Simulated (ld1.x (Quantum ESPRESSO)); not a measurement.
Zn: ultrasoft pseudisation with PW91, scalar-relativistic reference atom.

| Quantity | Value |
| --- | --- |
| Element | Zn |
| Generator | ld1.x (Quantum ESPRESSO) 7.5 |
| Type | ultrasoft |
| Functional | PW91 |
| Relativity | scalar-relativistic |
| Frozen core | [Ne] 3s2 |
| Valence charge | 18 |
| Reference configuration | 3p6 3d10 4s1 4p0 (charge +1) |
| Partial waves | 4s (bound): rcut 1.65, rcutus 2.20 bohr; 4s channel at -0.25 Ry: rcut 1.65, rcutus 2.20 bohr; 3p (bound): rcut 1.15, rcutus 1.25 bohr; 4p (bound, empty): rcut 1.15, rcutus 1.25 bohr; 3d (bound): rcut 1.15, rcutus 1.20 bohr; 3d channel at -0.85 Ry: rcut 1.15, rcutus 1.20 bohr; 4f channel at 0.3 Ry: rcut 1.75, rcutus 2.20 bohr; 4f channel at 1.8 Ry: rcut 1.75, rcutus 2.20 bohr |
| Local potential | all-electron potential smoothed inside 1.60 bohr (lloc = -2) |
| Core correction | Bessel-smoothed model core inside 0.75 bohr |
| Augmentation charge | PSQ, inside the norm-conserving radii |

All-electron outer shells of the reference configuration (PW91, scalar-relativistic, ld1.x):

```tsv
shell	level (eV)	outermost node (bohr)	outermost maximum (bohr)
3s	-138.93	0.28	0.59
3p	-93.16	0.25	0.59
3d	-19.87	–	0.57
4s	-14.07	0.84	1.99
4p	-7.84	0.91	2.55
```

Problem. Does the generator finish with these settings?

Solution. Yes, a potential is produced and its reference levels are reproduced.

Problem. Estimate the cutoffs (Ry, on a coarse ladder) from which the occupation-weighted sum of valence levels, in a spherical-Bessel basis at the reference potential, stays within 10 and 1 mRy of its value at 400 Ry.

Solution. 110 Ry and 180 Ry.

Problem. Does the potential have ghost states?

Solution. No extra level below or beside the all-electron valence levels (s, p, d, f tested).

Problem. Is the overlap operator S = 1 + Σ q|β⟩⟨β| positive definite (Bessel basis up to 400 Ry)?

Solution. Yes: its lowest eigenvalue is 0.10 (p channel).

Problem. Which valence shell sets the plane-wave cutoff?

Solution. 3d: its level needs 100 Ry to come within 1 mRy, against 70 Ry for 3p.

Test run stopped at test 3 of 7 (negative rho), 2 before it not solved. Not counted: 3p6 3d10 4s2 4p0 (solver errors, printed error -4530 eV); 3p6 3d10 4s0 4p0 (pseudo-atom not self-consistent, printed error -38.9 eV).
